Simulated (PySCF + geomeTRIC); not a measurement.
The multiplicity is imposed and other spin states were not computed.

Computed with TPSS-D3(BJ)/def2-SVP in PySCF + geomeTRIC. fastk is a local helper that only speeds up exchange builds. No frequencies were computed at this level.

```python
import json, numpy as np
from pyscf import gto, dft
from fastk import lowrank_exchange
atoms = """
Zn     0.042084     0.746005     0.127798
N      1.752020     0.498922    -0.494384
H      2.272892    -0.206761     0.010149
H      2.354247     1.308498    -0.544724
O     -1.553802     0.093081    -0.081550
C     -2.860909     0.305618     0.357833
H     -2.952346     0.223786     1.447128
H     -3.480884    -0.473988    -0.099378
H     -3.248185     1.282112     0.045098
"""
def scf(charge, spin, dm0=None):
    mol = gto.M(atom=atoms, basis='def2-svp', ecp={}, charge=charge, spin=spin, verbose=3, max_memory=5040)
    mf = dft.KS(mol, xc='tpss').density_fit(auxbasis="def2-universal-jkfit")
    mf.disp = 'd3bj'
    mf.grids.level = 3
    mf.conv_tol = 1e-8
    mf.max_cycle = 120
    mf.level_shift = 0.25
    mf.kernel(dm0)
    if not mf.converged:
        mf = mf.newton().run(mf.mo_coeff, mf.mo_occ).undo_soscf()
    return mf
mf = scf(0, 0)
from pyscf.geomopt.geometric_solver import kernel as optimize
path = []
done, mol = optimize(mf, maxsteps=120, assert_convergence=False, callback=lambda env: path.append((env["energy"], bool(env["g_scanner"].converged))))
res = dict(converged=bool(done and path[-1][1]), energy=path[-1][0], path=[e for e, c in path], xyz=mol.atom_coords(unit="Angstrom").tolist(), nao=mol.nao)
json.dump(res, open("result.json", "w"))
```

Output:

```
converged SCF energy = -1950.12852347197
Geometry optimization cycle 1
converged SCF energy = -1950.1285234708
cycle 1: E = -1950.12852347  dE = -1950.13  norm(grad) = 0.0400259
Geometry optimization cycle 2
converged SCF energy = -1950.13394141576
cycle 2: E = -1950.13394142  dE = -0.00541794  norm(grad) = 0.0148091
Geometry optimization cycle 3
converged SCF energy = -1950.13749279147
cycle 3: E = -1950.13749279  dE = -0.00355138  norm(grad) = 0.014867
Geometry optimization cycle 4
converged SCF energy = -1950.13881347148
cycle 4: E = -1950.13881347  dE = -0.00132068  norm(grad) = 0.0135247
Geometry optimization cycle 5
converged SCF energy = -1950.13914171882
cycle 5: E = -1950.13914172  dE = -0.000328247  norm(grad) = 0.00658205
Geometry optimization cycle 6
converged SCF energy = -1950.13923421219
cycle 6: E = -1950.13923421  dE = -9.24934e-05  norm(grad) = 0.00355847
Geometry optimization cycle 7
converged SCF energy = -1950.13927559217
cycle 7: E = -1950.13927559  dE = -4.138e-05  norm(grad) = 0.00315043
Geometry optimization cycle 8
converged SCF energy = -1950.13929550097
cycle 8: E = -1950.1392955  dE = -1.99088e-05  norm(grad) = 0.00246985
Geometry optimization cycle 9
converged SCF energy = -1950.13930659186
cycle 9: E = -1950.13930659  dE = -1.10909e-05  norm(grad) = 0.00175436
Geometry optimization cycle 10
converged SCF energy = -1950.13931622648
cycle 10: E = -1950.13931623  dE = -9.63461e-06  norm(grad) = 0.00166121
Geometry optimization cycle 11
converged SCF energy = -1950.13932754431
cycle 11: E = -1950.13932754  dE = -1.13178e-05  norm(grad) = 0.00196753
Geometry optimization cycle 12
converged SCF energy = -1950.13933898073
cycle 12: E = -1950.13933898  dE = -1.14364e-05  norm(grad) = 0.00182347
Geometry optimization cycle 13
converged SCF energy = -1950.13934690403
cycle 13: E = -1950.1393469  dE = -7.9233e-06  norm(grad) = 0.00102625
Geometry optimization cycle 14
converged SCF energy = -1950.1393509865
cycle 14: E = -1950.13935099  dE = -4.08247e-06  norm(grad) = 0.00056463
Geometry optimization cycle 15
converged SCF energy = -1950.13935400678
cycle 15: E = -1950.13935401  dE = -3.02027e-06  norm(grad) = 0.000872348
Geometry optimization cycle 16
converged SCF energy = -1950.13935664529
cycle 16: E = -1950.13935665  dE = -2.63851e-06  norm(grad) = 0.00102717
Geometry optimization cycle 17
converged SCF energy = -1950.13935801764
cycle 17: E = -1950.13935802  dE = -1.37235e-06  norm(grad) = 0.000656914
Geometry optimization cycle 18
converged SCF energy = -1950.13935832482
cycle 18: E = -1950.13935832  dE = -3.0718e-07  norm(grad) = 0.000174095
Geometry optimization cycle 19
converged SCF energy = -1950.13935836518
cycle 19: E = -1950.13935837  dE = -4.03629e-08  norm(grad) = 0.000104712
<class 'geometric.internal.Distance'> : 8
<class 'geometric.internal.Angle'> : 11
<class 'geometric.internal.Dihedral'> : 6
<class 'geometric.internal.TranslationX'> : 1
<class 'geometric.internal.TranslationY'> : 1
<class 'geometric.internal.TranslationZ'> : 1
<class 'geometric.internal.RotationA'> : 1
<class 'geometric.internal.RotationB'> : 1
<class 'geometric.internal.RotationC'> : 1
Step    0 : Gradient = 1.334e-02/1.878e-02 (rms/max) Energy = -1950.1285234708
Step    1 : Displace = 9.096e-02/1.531e-01 (rms/max) Trust = 1.000e-01 (=) Grad = 4.936e-03/9.255e-03 (rms/max) E (change) = -1950.1339414158 (-5.418e-03) Quality = 1.401
Step    2 : Displace = 1.380e-01/2.503e-01 (rms/max) Trust = 1.414e-01 (+) Grad = 4.956e-03/8.185e-03 (rms/max) E (change) = -1950.1374927915 (-3.551e-03) Quality = 1.353
Step    3 : Displace = 1.235e-01/1.896e-01 (rms/max) Trust = 2.000e-01 (+) Grad = 4.508e-03/7.266e-03 (rms/max) E (change) = -1950.1388134715 (-1.321e-03) Quality = 1.268
Step    4 : Displace = 5.715e-02/7.072e-02 (rms/max) Trust = 2.828e-01 (+) Grad = 2.194e-03/4.230e-03 (rms/max) E (change) = -1950.1391417188 (-3.282e-04) Quality = 1.268
Step    5 : Displace = 2.079e-02/2.803e-02 (rms/max) Trust = 3.000e-01 (+) Grad = 1.186e-03/2.195e-03 (rms/max) E (change) = -1950.1392342122 (-9.249e-05) Quality = 1.323
Step    6 : Displace = 1.389e-02/2.344e-02 (rms/max) Trust = 3.000e-01 (=) Grad = 1.050e-03/1.910e-03 (rms/max) E (change) = -1950.1392755922 (-4.138e-05) Quality = 1.326
Step    7 : Displace = 1.330e-02/2.530e-02 (rms/max) Trust = 3.000e-01 (=) Grad = 8.233e-04/1.392e-03 (rms/max) E (change) = -1950.1392955010 (-1.991e-05) Quality = 1.318
Step    8 : Displace = 1.226e-02/2.290e-02 (rms/max) Trust = 3.000e-01 (=) Grad = 5.848e-04/1.162e-03 (rms/max) E (change) = -1950.1393065919 (-1.109e-05) Quality = 1.385
Step    9 : Displace = 1.351e-02/2.396e-02 (rms/max) Trust = 3.000e-01 (=) Grad = 5.537e-04/1.159e-03 (rms/max) E (change) = -1950.1393162265 (-9.635e-06) Quality = 1.485
Step   10 : Displace = 1.768e-02/3.038e-02 (rms/max) Trust = 3.000e-01 (=) Grad = 6.558e-04/1.090e-03 (rms/max) E (change) = -1950.1393275443 (-1.132e-05) Quality = 1.512
Step   11 : Displace = 1.896e-02/3.172e-02 (rms/max) Trust = 3.000e-01 (=) Grad = 6.078e-04/1.126e-03 (rms/max) E (change) = -1950.1393389807 (-1.144e-05) Quality = 1.468
Step   12 : Displace = 1.297e-02/2.057e-02 (rms/max) Trust = 3.000e-01 (=) Grad = 3.421e-04/7.441e-04 (rms/max) E (change) = -1950.1393469040 (-7.923e-06) Quality = 1.352
Step   13 : Displace = 4.887e-03/6.513e-03 (rms/max) Trust = 3.000e-01 (=) Grad = 1.882e-04/3.567e-04 (rms/max) E (change) = -1950.1393509865 (-4.082e-06) Quality = 1.348
Step   14 : Displace = 5.601e-03/9.832e-03 (rms/max) Trust = 3.000e-01 (=) Grad = 2.908e-04/4.517e-04 (rms/max) E (change) = -1950.1393540068 (-3.020e-06) Quality = 1.344
Step   15 : Displace = 8.128e-03/1.418e-02 (rms/max) Trust = 3.000e-01 (=) Grad = 3.424e-04/6.536e-04 (rms/max) E (change) = -1950.1393566453 (-2.639e-06) Quality = 1.145
Step   16 : Displace = 6.870e-03/1.128e-02 (rms/max) Trust = 3.000e-01 (=) Grad = 2.190e-04/4.628e-04 (rms/max) E (change) = -1950.1393580176 (-1.372e-06) Quality = 0.856
Step   17 : Displace = 2.264e-03/3.520e-03 (rms/max) Trust = 3.000e-01 (=) Grad = 5.803e-05/1.208e-04 (rms/max) E (change) = -1950.1393583248 (-3.072e-07) Quality = 0.520
Step   18 : Displace = 8.766e-04/1.777e-03 (rms/max) Trust = 3.000e-01 (=) Grad = 3.490e-05/6.279e-05 (rms/max) E (change) = -1950.1393583652 (-4.036e-08) Quality = 0.310
Converged! =D
```

Cost: roughly 6 core-minutes.
